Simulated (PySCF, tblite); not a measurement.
Species: C₆H₇ClO₂S₂.
Cartesian coordinates in Å at the GFN2-xTB level; atoms count from 1:
```
atom  x, y, z in Å
C1    -2.515   -0.248    0.124
C2    -1.226    0.452   -0.146
C3    -1.114    1.757   -0.525
S4     0.513    2.269   -0.751
C5     1.048    0.693   -0.342
S6     2.768    0.421   -0.285
O7     3.114   -0.887   -0.739
O8     3.450    1.554   -0.816
Cl9    3.102    0.425    1.726
C10    0.047   -0.179   -0.030
C11    0.270   -1.587    0.387
H12   -2.648   -1.076   -0.571
H13   -3.351    0.437    0.014
H14   -2.519   -0.652    1.134
H15   -1.913    2.454   -0.687
H16    1.282   -1.896    0.144
H17    0.122   -1.684    1.463
H18   -0.439   -2.246   -0.111
```

Method used: PBE0/pcSseg-1 in PySCF (dipole) on a GFN2-xTB geometry, gas phase.

Take the most abundant isotopes and a rigid rotor. The values belong to one conformer with, in the numbering `[CH3:1][c:2]1[cH:3][s:4][c:5]([S:6](=[O:7])(=[O:8])[Cl:9])[c:10]1[CH3:11]`, S4–C5–S6–O7 -145°.

**Question.** Give the principal moments of inertia and the rotational constants in cm⁻¹.

**Answer.** Ia = 403.79, Ib = 874.51, Ic = 1046.99 u·Å²; 505379 MHz·u·Å²/I gives 1252, 577.9 and 482.7 MHz, that is A = 0.04175, B = 0.01928, C = 0.01610 cm⁻¹.

**Question.** What kind of rotor is it?

**Answer.** An asymmetric top; Ray's κ = -0.752.

**Question.** What does the inertial defect say?

**Answer.** Not planar: Δ = Ic − Ia − Ib = -231.30 u·Å². For a rigid frame Δ = −2 Σ m c², so Σ m c² = 115.65 u·Å² lies off the ab plane: 4.19 from hydrogen and 111.46 from heavier atoms. The atom farthest from that plane is 1.45 Å away.

**Question.** Give the other two planar moments, Paa and Pbb, and the rms extents of the mass along the axes.

**Answer.** Paa = Σ m a² = (Ib + Ic − Ia)/2 = 758.86 and Pbb = Σ m b² = (Ia + Ic − Ib)/2 = 288.13 u·Å². With the mass M = 209.96 u, the rms extents √(P/M) along a, b and c are 1.90, 1.17, 0.74 Å.

**Question.** Which lines would a microwave search look for?

**Answer.** The dipole components are |μa| = 5.51 D, |μb| = 1.24 D, |μc| = 1.31 D. The squared components, which scale the intensities, stand as 1.00 : 0.05 : 0.06 (a : b : c). Some lines, for components of 0.1 D or more:

```json
{"type": "c", "branch": "Q", "J(Ka,Kc)": "1(1,1) ← 1(0,1)", "MHz": "674", "lower level (cm⁻¹)": "0.035"}
{"type": "a", "branch": "Q", "J(Ka,Kc)": "4(1,3) ← 4(1,4)", "MHz": "948", "lower level (cm⁻¹)": "0.361"}
{"type": "b", "branch": "R", "J(Ka,Kc)": "3(1,2) ← 2(2,1)", "MHz": "1297", "lower level (cm⁻¹)": "0.202"}
{"type": "c", "branch": "Q", "J(Ka,Kc)": "5(2,4) ← 5(1,4)", "MHz": "1496", "lower level (cm⁻¹)": "0.576"}
{"type": "c", "branch": "Q", "J(Ka,Kc)": "4(2,3) ← 4(1,3)", "MHz": "1707", "lower level (cm⁻¹)": "0.393"}
{"type": "b", "branch": "R", "J(Ka,Kc)": "5(2,3) ← 4(3,2)", "MHz": "1946", "lower level (cm⁻¹)": "0.571"}
{"type": "b", "branch": "Q", "J(Ka,Kc)": "2(2,0) ← 2(1,1)", "MHz": "2030", "lower level (cm⁻¹)": "0.135"}
{"type": "a", "branch": "R", "J(Ka,Kc)": "2(0,2) ← 1(0,1)", "MHz": "2112", "lower level (cm⁻¹)": "0.035"}
{"type": "b", "branch": "R", "J(Ka,Kc)": "2(1,2) ← 1(0,1)", "MHz": "2700", "lower level (cm⁻¹)": "0.035"}
{"type": "c", "branch": "R", "J(Ka,Kc)": "2(1,1) ← 1(0,1)", "MHz": "2985", "lower level (cm⁻¹)": "0.035"}
{"type": "a", "branch": "R", "J(Ka,Kc)": "3(1,2) ← 2(1,1)", "MHz": "3318", "lower level (cm⁻¹)": "0.135"}
{"type": "b", "branch": "Q", "J(Ka,Kc)": "3(3,1) ← 3(2,2)", "MHz": "3612", "lower level (cm⁻¹)": "0.309"}
{"type": "c", "branch": "R", "J(Ka,Kc)": "3(1,2) ← 2(0,2)", "MHz": "4192", "lower level (cm⁻¹)": "0.106"}
{"type": "a", "branch": "R", "J(Ka,Kc)": "4(2,3) ← 3(2,2)", "MHz": "4235", "lower level (cm⁻¹)": "0.309"}
{"type": "b", "branch": "R", "J(Ka,Kc)": "2(2,1) ← 1(1,0)", "MHz": "4237", "lower level (cm⁻¹)": "0.061"}
{"type": "b", "branch": "R", "J(Ka,Kc)": "4(1,4) ← 3(0,3)", "MHz": "4511", "lower level (cm⁻¹)": "0.211"}
{"type": "b", "branch": "R", "J(Ka,Kc)": "5(1,5) ← 4(0,4)", "MHz": "5387", "lower level (cm⁻¹)": "0.349"}
{"type": "b", "branch": "R", "J(Ka,Kc)": "3(3,1) ← 2(2,0)", "MHz": "6785", "lower level (cm⁻¹)": "0.203"}
{"type": "b", "branch": "R", "J(Ka,Kc)": "3(3,0) ← 2(2,1)", "MHz": "6794", "lower level (cm⁻¹)": "0.202"}
{"type": "b", "branch": "R", "J(Ka,Kc)": "4(3,1) ← 3(2,2)", "MHz": "7876", "lower level (cm⁻¹)": "0.309"}
{"type": "b", "branch": "R", "J(Ka,Kc)": "5(2,3) ← 4(1,4)", "MHz": "8238", "lower level (cm⁻¹)": "0.361"}
{"type": "c", "branch": "R", "J(Ka,Kc)": "5(3,2) ← 4(2,2)", "MHz": "8847", "lower level (cm⁻¹)": "0.454"}
{"type": "c", "branch": "R", "J(Ka,Kc)": "5(3,3) ← 4(2,3)", "MHz": "8966", "lower level (cm⁻¹)": "0.450"}
{"type": "b", "branch": "R", "J(Ka,Kc)": "4(4,0) ← 3(3,1)", "MHz": "9293", "lower level (cm⁻¹)": "0.429"}
{"type": "c", "branch": "R", "J(Ka,Kc)": "5(5,0) ← 4(4,0)", "MHz": "11796", "lower level (cm⁻¹)": "0.739"}
{"type": "b", "branch": "R", "J(Ka,Kc)": "5(5,0) ← 4(4,1)", "MHz": "11796", "lower level (cm⁻¹)": "0.739"}
```

**Question.** Estimate the classical rotational partition function at 25 K, 50 K and 200 K.

**Answer.** Point group C1, symmetry number σ = 1; q = (√π/σ)·√((kT/h)³/(ABC)), k/h = 20836.6 MHz/K: 35700 at 25 K, 101000 at 50 K, 807000 at 200 K.

Its GFN2-xTB frequencies are all real (lowest 26 cm⁻¹). No vibrational averaging or centrifugal distortion is included, and the geometry carries the error of its method. A rigid rotor knows nothing of internal rotation, which can split or shift real lines. Quadrupole hyperfine structure (35Cl) is left out.
